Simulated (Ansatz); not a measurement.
Reaction (silylene formation by 1,1-elimination): `BN[SiH2]OC` → `BN` + `CO[SiH]`

Isolated molecules relaxed with PBE0-D4/def2-TZVP in Ansatz; ΔE leaves out vibrations. CBS: MP2 limit from def2 TZ/QZ plus the TZ coupled-cluster correction, frozen cores. This one scheme is used for every species. Functionals use def2-TZVPP. B3LYP here is the variant with VWN-RPA as its local correlation; programs differ in this. Each species was taken in one conformer, which may not be the lowest.

```json
{"level": "PBE-D4", "ΔE (kJ/mol)": "214.4", "difference from CCSD(T)/CBS": "-19.5"}
{"level": "r2SCAN-D4", "ΔE (kJ/mol)": "243.1", "difference from CCSD(T)/CBS": "9.2"}
{"level": "PBE0-D4", "ΔE (kJ/mol)": "233.5", "difference from CCSD(T)/CBS": "-0.4"}
{"level": "B3LYP-D4", "ΔE (kJ/mol)": "221.5", "difference from CCSD(T)/CBS": "-12.4"}
{"level": "ωB97X-V", "ΔE (kJ/mol)": "239.2", "difference from CCSD(T)/CBS": "5.3"}
{"level": "ωB97M-V", "ΔE (kJ/mol)": "223.8", "difference from CCSD(T)/CBS": "-10.1"}
{"level": "B2PLYP", "ΔE (kJ/mol)": "223.4", "difference from CCSD(T)/CBS": "-10.5"}
{"level": "PBE", "ΔE (kJ/mol)": "206.0", "difference from CCSD(T)/CBS": "-27.9"}
{"level": "r2SCAN", "ΔE (kJ/mol)": "240.6", "difference from CCSD(T)/CBS": "6.7"}
{"level": "PBE0", "ΔE (kJ/mol)": "226.2", "difference from CCSD(T)/CBS": "-7.7"}
{"level": "B3LYP", "ΔE (kJ/mol)": "208.3", "difference from CCSD(T)/CBS": "-25.6"}
{"level": "HF/def2-TZVPP", "ΔE (kJ/mol)": "235.3", "difference from CCSD(T)/CBS": "1.4"}
{"level": "MP2/def2-TZVPP", "ΔE (kJ/mol)": "245.3", "difference from CCSD(T)/CBS": "11.4"}
{"level": "SCS-MP2/def2-TZVPP", "ΔE (kJ/mol)": "237.1", "difference from CCSD(T)/CBS": "3.2"}
{"level": "CCSD/def2-TZVPP", "ΔE (kJ/mol)": "228.1", "difference from CCSD(T)/CBS": "-5.8"}
{"level": "CCSD(T)/def2-TZVPP", "ΔE (kJ/mol)": "227.9", "difference from CCSD(T)/CBS": "-6.0"}
{"level": "HF/def2-QZVPP", "ΔE (kJ/mol)": "236.4", "difference from CCSD(T)/CBS": "2.5"}
{"level": "MP2/def2-QZVPP", "ΔE (kJ/mol)": "249.1", "difference from CCSD(T)/CBS": "15.2"}
{"level": "SCS-MP2/def2-QZVPP", "ΔE (kJ/mol)": "241.3", "difference from CCSD(T)/CBS": "7.4"}
{"level": "HF/CBS(def2)", "ΔE (kJ/mol)": "236.6", "difference from CCSD(T)/CBS": "2.7"}
{"level": "MP2/CBS(def2)", "ΔE (kJ/mol)": "251.3", "difference from CCSD(T)/CBS": "17.4"}
{"level": "CCSD/CBS(def2)", "ΔE (kJ/mol)": "234.2", "difference from CCSD(T)/CBS": "0.3"}
{"level": "CCSD(T)/CBS", "ΔE (kJ/mol)": "233.9", "difference from CCSD(T)/CBS": "0"}
```

Largest T1 diagnostic among the species: 0.015.

From PBE to PBE0 (25 % exact exchange), in def2-TZVPP and without D4, ΔE moves by +20.2 kJ/mol. The D4 term adds +13.1 kJ/mol with B3LYP and +7.3 kJ/mol with PBE0; it sums over pairs of atoms, weighted by their polarisabilities, and B3LYP, whose exchange is more repulsive, gets the larger term.
